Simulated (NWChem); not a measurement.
System: water (H₂O); SMILES O

```xyz
3

O      0.0000     0.0000     0.1333
H      0.7542     0.0000    -0.4650
H     -0.7542     0.0000    -0.4650
```
Atoms are numbered in this order, from 1.

The geometry was optimised at PBE0/def2-SVP. No frequency run checked for a minimum.

Problem. Give the principal values of the shielding tensors (ppm) of O1 from Hartree-Fock/6-31G* (spherical d), GIAO (NWChem), with their diamagnetic and paramagnetic parts as GIAO splits them.

Solution. 
```json
[
 {"atom": "O1", "σ11": "307.4", "σ22": "318.2", "σ33": "355.9", "isotropic": "327.2", "diamagnetic": "392.1", "paramagnetic": "-65.0"}
]
```
